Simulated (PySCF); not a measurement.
A structure optimised at PBE-D3(BJ)/def2-SVP, used in a PySCF frequency run:

```xyz
12

Si     0.8949     0.2715     0.6305
F      1.7931    -1.0088     0.1807
F      1.3783     1.4917    -0.3318
O     -0.7076    -0.0359     0.4235
C     -1.3312    -0.3885    -0.8200
C     -2.8212    -0.5640    -0.5976
H      1.1308     0.6018     2.0534
H     -1.1376     0.4087    -1.5729
H     -0.8785    -1.3282    -1.2094
H     -3.2733     0.3745    -0.2198
H     -3.3238    -0.8381    -1.5467
H     -3.0140    -1.3637     0.1448
```

Write its SMILES and formula.

CCO[SiH](F)F, C₂H₆F₂OSi

What are its rotational constants (standard atomic weights)?

5.3477, 1.5566, 1.3895 GHz
